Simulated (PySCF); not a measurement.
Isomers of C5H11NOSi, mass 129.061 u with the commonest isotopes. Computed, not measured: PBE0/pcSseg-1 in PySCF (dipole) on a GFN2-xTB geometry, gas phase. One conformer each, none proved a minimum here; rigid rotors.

Question: Order these by out-of-plane moment Σ m c² = (Ia + Ib − Ic)/2, largest first.
A. `[CH:1]#[C:2][Si@:3]([CH3:4])([NH2:5])[CH2:6][O:7][CH3:8]` with C2–Si3–N5–H -148° and 72°, C2–Si3–C6–O7 176°, Si3–C6–O7–C8 180°
B. `[CH3:1][CH2:2][C@@H:3]1[CH2:4][C:5](=[O:6])[Si@H:7]1[NH2:8]` with C1–C2–C3–C4 -67°, C5–Si7–N8–H -101° and 39°, C2–C3–C4–C5 -137°, C3–C4–C5–O6 -159°, C4–C5–Si7–N8 -120°, C2–C3–Si7–C5 131°
C. `[CH3:1][C:2](=[O:3])[NH:4][CH:5]1[CH2:6][SiH2:7][CH2:8]1` with C1–C2–N4–C5 180°, C2–N4–C5–C6 -122°, N4–C5–C6–Si7 -137°, C5–C6–Si7–C8 12°, C6–Si7–C8–C5 -12°, N4–C5–C8–Si7 137°
D. `[CH3:1][C:2]([CH3:3])([CH2:4][C:5]#[N:6])[O:7][SiH3:8]` with C1–C2–C4–C5 60°, C1–C2–O7–Si8 -174°
E. `[CH2:1]=[N:2][C:3](=[O:4])[CH2:5][CH2:6][SiH2:7][CH3:8]` with C1–N2–C3–O4 93°, N2–C3–C5–C6 -147°, C3–C5–C6–Si7 -46°, C5–C6–Si7–C8 -147°
F. `[CH3:1][NH:2][C:3](=[O:4])[C@H:5]1[CH2:6][CH2:7][SiH2:8]1` with C1–N2–C3–O4 -1°, N2–C3–C5–C6 158°, C3–C5–C6–C7 127°, C5–C6–C7–Si8 -11°, C6–C7–Si8–C5 9°, C3–C5–Si8–C7 -126°
G. `[CH2:1]=[CH:2][CH2:3][NH:4][C:5](=[O:6])[SiH2:7][CH3:8]` with C1–C2–C3–N4 127°, C2–C3–N4–C5 120°, C3–N4–C5–O6 3°, N4–C5–Si7–C8 -112°

Answer: A (81.51 u·Å²), D (58.62 u·Å²), C (48.06 u·Å²), F (41.46 u·Å²), G (36.87 u·Å²), B (25.55 u·Å²), E (17.73 u·Å²).

Question: Order these by rotational constant C, largest first.
A. `[CH2:1]=[CH:2][CH2:3][NH:4][C:5](=[O:6])[SiH2:7][CH3:8]` with C1–C2–C3–N4 127°, C2–C3–N4–C5 120°, C3–N4–C5–O6 3°, N4–C5–Si7–C8 -112°
B. `[CH3:1][C:2](=[O:3])[NH:4][CH:5]1[CH2:6][SiH2:7][CH2:8]1` with C1–C2–N4–C5 180°, C2–N4–C5–C6 -122°, N4–C5–C6–Si7 -137°, C5–C6–Si7–C8 12°, C6–Si7–C8–C5 -12°, N4–C5–C8–Si7 137°
C. `[CH3:1][CH2:2][C@@H:3]1[CH2:4][C:5](=[O:6])[Si@H:7]1[NH2:8]` with C1–C2–C3–C4 -67°, C5–Si7–N8–H -101° and 39°, C2–C3–C4–C5 -137°, C3–C4–C5–O6 -159°, C4–C5–Si7–N8 -120°, C2–C3–Si7–C5 131°
D. `[H]/[N:4]=[CH:3]/[C@@H:2]([CH3:1])[C:5](=[O:6])[CH2:7][SiH3:8]` with C1–C2–C3–N4 142°, C1–C2–C5–O6 2°, C2–C5–C7–Si8 -110°
E. `[CH3:1][NH:2][C:3](=[O:4])[C@H:5]1[CH2:6][CH2:7][SiH2:8]1` with C1–N2–C3–O4 -1°, N2–C3–C5–C6 158°, C3–C5–C6–C7 127°, C5–C6–C7–Si8 -11°, C6–C7–Si8–C5 9°, C3–C5–Si8–C7 -126°
F. `[CH2:1]=[N:2][C:3](=[O:4])[CH2:5][CH2:6][SiH2:7][CH3:8]` with C1–N2–C3–O4 93°, N2–C3–C5–C6 -147°, C3–C5–C6–Si7 -46°, C5–C6–Si7–C8 -147°

Answer: D (935.1 MHz), E (906.5 MHz), C (860.6 MHz), B (765.3 MHz), F (716.2 MHz), A (630.7 MHz).

Question: Order these by rotational constant B, smallest first.
A. `[CH3:1][C:2]([CH3:3])([CH2:4][C:5]#[N:6])[O:7][SiH3:8]` with C1–C2–C4–C5 60°, C1–C2–O7–Si8 -174°
B. `[CH2:1]=[CH:2][CH2:3][NH:4][C:5](=[O:6])[SiH2:7][CH3:8]` with C1–C2–C3–N4 127°, C2–C3–N4–C5 120°, C3–N4–C5–O6 3°, N4–C5–Si7–C8 -112°
C. `[H]/[N:4]=[CH:3]/[C@@H:2]([CH3:1])[C:5](=[O:6])[CH2:7][SiH3:8]` with C1–C2–C3–N4 142°, C1–C2–C5–O6 2°, C2–C5–C7–Si8 -110°
D. `[CH2:1]=[N:2][C:3](=[O:4])[CH2:5][CH2:6][SiH2:7][CH3:8]` with C1–N2–C3–O4 93°, N2–C3–C5–C6 -147°, C3–C5–C6–Si7 -46°, C5–C6–Si7–C8 -147°
E. `[CH:1]#[C:2][Si@:3]([CH3:4])([NH2:5])[CH2:6][O:7][CH3:8]` with C2–Si3–N5–H -148° and 72°, C2–Si3–C6–O7 176°, Si3–C6–O7–C8 180°
F. `[CH3:1][CH2:2][C@@H:3]1[CH2:4][C:5](=[O:6])[Si@H:7]1[NH2:8]` with C1–C2–C3–C4 -67°, C5–Si7–N8–H -101° and 39°, C2–C3–C4–C5 -137°, C3–C4–C5–O6 -159°, C4–C5–Si7–N8 -120°, C2–C3–Si7–C5 131°
G. `[CH3:1][NH:2][C:3](=[O:4])[C@H:5]1[CH2:6][CH2:7][SiH2:8]1` with C1–N2–C3–O4 -1°, N2–C3–C5–C6 158°, C3–C5–C6–C7 127°, C5–C6–C7–Si8 -11°, C6–C7–Si8–C5 9°, C3–C5–Si8–C7 -126°

Answer: B (661.2 MHz), D (782.1 MHz), E (937.7 MHz), A (970.6 MHz), G (1006 MHz), F (1211 MHz), C (1314 MHz).

```json
{"SMILES": "CNC(=O)[C@H]1CC[SiH2]1", "point group": "C1", "Ia (u·Å²)": "138.27", "Ib (u·Å²)": "502.16", "Ic (u·Å²)": "557.50", "κ": "-0.93", "μa (D)": "0.08", "μb (D)": "2.41", "μc (D)": "2.44"}
{"SMILES": "CC[C@@H]1CC(=O)[Si@H]1N", "point group": "C1", "Ia (u·Å²)": "220.90", "Ib (u·Å²)": "417.43", "Ic (u·Å²)": "587.23", "κ": "-0.51", "μa (D)": "1.07", "μb (D)": "2.33", "μc (D)": "0.42"}
{"SMILES": "CC(C)(CC#N)O[SiH3]", "point group": "C1", "Ia (u·Å²)": "156.67", "Ib (u·Å²)": "520.67", "Ic (u·Å²)": "560.10", "κ": "-0.94", "μa (D)": "3.05", "μb (D)": "0.01", "μc (D)": "0.01"}
{"SMILES": "C#C[Si@](C)(N)COC", "point group": "C1", "Ia (u·Å²)": "200.25", "Ib (u·Å²)": "538.98", "Ic (u·Å²)": "576.20", "κ": "-0.93", "μa (D)": "0.71", "μb (D)": "0.01", "μc (D)": "0.13"}
{"SMILES": "C=NC(=O)CC[SiH2]C", "point group": "C1", "Ia (u·Å²)": "94.91", "Ib (u·Å²)": "646.17", "Ic (u·Å²)": "705.63", "κ": "-0.97", "μa (D)": "3.46", "μb (D)": "2.51", "μc (D)": "1.51"}
{"SMILES": "CC(=O)NC1C[SiH2]C1", "point group": "near Cs", "Ia (u·Å²)": "104.18", "Ib (u·Å²)": "652.28", "Ic (u·Å²)": "660.35", "κ": "-1.00", "μa (D)": "1.44", "μb (D)": "3.44", "μc (D)": "0.21"}
{"SMILES": "C=CCNC(=O)[SiH2]C", "point group": "C1", "Ia (u·Å²)": "110.69", "Ib (u·Å²)": "764.33", "Ic (u·Å²)": "801.28", "κ": "-0.98", "μa (D)": "0.67", "μb (D)": "2.90", "μc (D)": "1.17"}
{"SMILES": "[H]/N=C/[C@@H](C)C(=O)C[SiH3]", "point group": "C1", "Ia (u·Å²)": "229.62", "Ib (u·Å²)": "384.72", "Ic (u·Å²)": "540.43", "κ": "-0.40", "μa (D)": "0.15", "μb (D)": "1.88", "μc (D)": "0.41"}
```
